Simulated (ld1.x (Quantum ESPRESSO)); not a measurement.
**Before and after: ultrasoft potential for Fe**

ld1.x (Quantum ESPRESSO) 7.5 input, shortened:

```
&input
   title='Fe', zed=26., rel=1, dft='PBE', iswitch=3,
   config='[Ar] 3d6 4s1 4p0'
 /
 &inputp
   pseudotype=3, tm=.true., lloc=-2, rcloc=1.05,
   nlcc=.false.,
   which_augfun='PSQ', rmatch_augfun_nc=.true.
 /
6
3S  1  0   2.00   0.00  1.15  1.30  0.0
4S  2  0   1.00   0.00  1.15  1.30  0.0
3P  2  1   6.00   0.00  1.65  1.90  0.0
4P  3  1   0.00   0.00  1.65  1.90  0.0
3D  3  2   6.00   0.00  1.20  1.60  0.0
3D  3  2   0.00   0.20  1.20  1.60  0.0
 &test
   configts(1)='3s2 3p6 3d6 4s1 4p0'
 /
```

Change: functional revPBE.

Cutoffs: the cutoffs (Ry, on a coarse ladder) from which the occupation-weighted sum of valence levels, in a spherical-Bessel basis at the reference potential, stays within 10 and 1 mRy of its value at 400 Ry; they do not see the model core or the augmentation charge, which bear on the density cutoff. Errors are all-electron minus pseudo energies relative to the spin-unpolarised reference configuration.

Question: What does the change do?

Answer: The potential gets neither clearly harder nor softer (45 Ry and 70 Ry → 45 Ry and 70 Ry); of the 7 tests that both files solve, the error grows in 2 and shrinks in 0 by more than 15 % and 0.3 meV (median size 1.8 → 1.9 meV); neither file shows a bound ghost.

```csv
quantity,base,changed
"cutoff, loose",45 Ry,45 Ry
"cutoff, tight",70 Ry,70 Ry
bound ghosts,none,none
"error for 3s2 3p6 3d6 4s2 4p0, meV [ΔE -8.73 → -8.64 eV]",+0.7,+0.7
"error for 3s2 3p6 3d6 4s0 4p0, meV [ΔE 16.20 → 16.04 eV]",-1.8,-1.9
"error for 3s2 3p6 3d5 4s0 4p0, meV [ΔE 50.43 → 50.15 eV]",+22,+30
"error for 3s2 3p6 3d6 4s1 4p1, meV [ΔE -4.62 → -4.56 eV]",+0.7,+0.7
"error for 3s2 3p6 3d6 4s0 4p1, meV [ΔE 5.05 → 5.02 eV]",-1.0,-1.0
"error for 3s2 3p6 3d5 4s2 4p0, meV [ΔE 5.48 → 5.51 eV]",+34,+40
"error for 3s2 3p6 3d5 4s2 4p1, meV [ΔE 0.02 → 0.09 eV]",+43,+49
s: phases at 2.06 bohr within 0.05 rad from the reference energy up to (Ry; the scan ends near 5),to the end of the scan,to the end of the scan
p: phases at 2.06 bohr within 0.05 rad from the reference energy up to (Ry; the scan ends near 5),to the end of the scan,to the end of the scan
d: phases at 2.06 bohr within 0.05 rad from the reference energy up to (Ry; the scan ends near 5),to the end of the scan,to the end of the scan
lowest overlap eigenvalue by channel,"s 0.08, p 0.74, d 0.76","s 0.08, p 0.74, d 0.77"
```
